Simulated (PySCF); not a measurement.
SMILES CC(C)CCc1ccco1, GFN2-xTB optimised geometry.

```
24

C     -2.81    -2.11     3.00
C     -2.27    -2.07     1.57
C     -1.78    -3.46     1.17
C     -1.16    -1.02     1.48
C     -0.67    -0.77     0.04
C      0.32     0.34     0.00
C      1.68     0.34     0.00
C      2.08     1.70     0.00
C      0.93     2.42     0.00
O     -0.14     1.61     0.00
H     -3.19    -1.13     3.30
H     -2.02    -2.40     3.70
H     -3.62    -2.82     3.08
H     -3.08    -1.77     0.90
H     -1.49    -3.48     0.12
H     -2.57    -4.19     1.31
H     -0.93    -3.75     1.78
H     -0.31    -1.33     2.09
H     -1.53    -0.08     1.88
H     -1.53    -0.51    -0.59
H     -0.20    -1.67    -0.36
H      2.32    -0.52     0.00
H      3.08     2.08     0.00
H      0.75     3.48     0.00
```

Density from PBE0/def2-SVP run with PySCF at that geometry.

Minimum of the electron density along straight lines between bonded atoms, close to the bond critical point (lines longer than 1.1 times the sum of covalent radii, or with two minima, are not listed):

```
bond    length / Å  ρ at the minimum / e bohr⁻³  ∇²ρ there / e bohr⁻⁵  position (fraction from the first atom)
------  ----------  ---------------------------  --------------------  ---------------------------------------
C1–C2        1.528                        0.243                 -0.55                                     0.50
C2–C3        1.527                        0.244                 -0.55                                     0.50
C2–C4        1.532                        0.243                 -0.55                                     0.50
C4–C5        1.535                        0.239                 -0.53                                     0.50
C5–C6        1.490                        0.261                 -0.63                                     0.48
C6–C7        1.364                        0.325                 -0.82                                     0.52
C7–C8        1.417                        0.290                 -0.69                                     0.50
C8–C9        1.358                        0.327                 -0.84                                     0.48
C6–O10       1.351                        0.285                  0.04                                     0.33
C9–O10       1.345                        0.288                  0.10                                     0.33
C1–H11       1.088                        0.276                 -1.00                                     0.62
C1–H12       1.088                        0.276                 -1.00                                     0.62
C1–H13       1.088                        0.276                 -1.00                                     0.62
C2–H14       1.096                        0.275                 -0.98                                     0.62
C3–H15       1.087                        0.277                 -1.01                                     0.62
C3–H16       1.088                        0.276                 -1.00                                     0.62
C3–H17       1.088                        0.275                 -1.00                                     0.62
C4–H18       1.092                        0.276                 -1.00                                     0.62
C4–H19       1.092                        0.277                 -1.01                                     0.62
C5–H20       1.092                        0.276                 -1.00                                     0.63
C5–H21       1.090                        0.277                 -1.02                                     0.63
C7–H22       1.071                        0.284                 -1.09                                     0.63
C8–H23       1.071                        0.285                 -1.10                                     0.63
C9–H24       1.072                        0.290                 -1.16                                     0.64
```
